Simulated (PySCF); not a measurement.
# Spin states and ions at one geometry of TlI3

PySCF 2.14.0, RKS PBE, Tl def2-SVP with ECP60, I def2-SVP with ECP28; non-relativistic Hamiltonian with scalar-relativistic core potentials where named; density fitting; no spin-orbit coupling; singlets restricted, open shells unrestricted. The geometry is relaxed for charge 0, singlet, vacuum:

```xyz
4

Tl    0.0898    0.0000    0.0000
I    -1.2880    0.0000    2.3916
I    -1.2880    0.0000   -2.3916
I     2.8518    0.0000    0.0000
```

Energies count from the relaxed state; an electron taken off or put on is at rest in vacuum. Charges and spins are Mulliken's.

Order these states by energy, lowest first.
A. charge 0, singlet, vacuum
B. charge -1, doublet, vacuum
C. charge +1, doublet, vacuum
D. charge 0, triplet, vacuum

B (-2.50 eV), A (0.00 eV), D (1.89 eV), C (8.94 eV).

How do charge and spin on the first atom follow?


```json
{"state": "charge 0, singlet, vacuum", "spin squared": "0.00", "charge on Tl1 (e)": "0.34", "spin on Tl1 (e)": "0.00", "dipole about the centre of mass (D)": "0.01"}
{"state": "charge 0, triplet, vacuum", "spin squared": "2.00", "charge on Tl1 (e)": "0.22", "spin on Tl1 (e)": "0.24", "dipole about the centre of mass (D)": "0.00"}
{"state": "charge +1, doublet, vacuum", "spin squared": "0.75", "charge on Tl1 (e)": "0.38", "spin on Tl1 (e)": "-0.05", "dipole about the centre of mass (D)": "0.00"}
{"state": "charge -1, doublet, vacuum", "spin squared": "0.75", "charge on Tl1 (e)": "0.17", "spin on Tl1 (e)": "0.28", "dipole about the centre of mass (D)": "0.01"}
```

With an electron taken off (doublet) the charges change, summed by element, by Tl +0.04 e, I +0.96 e. The vertical ionisation energy is 8.94 eV, against −ε(HOMO) = 6.65 eV of the relaxed state. The level lies 2.3 eV too high, as is usual for semilocal functionals and global hybrids, which keep a self-interaction error.

With an electron put on (doublet) the charges change, summed by element, by Tl -0.16 e, I -0.84 e. The vertical electron affinity is 2.50 eV, against −ε(LUMO) = 4.79 eV of the relaxed state. The basis has no diffuse functions, which an added electron needs.

Open shells may have lower solutions than those found. Hard to converge, so the more doubtful: charge 0, triplet, vacuum; charge +1, doublet, vacuum.
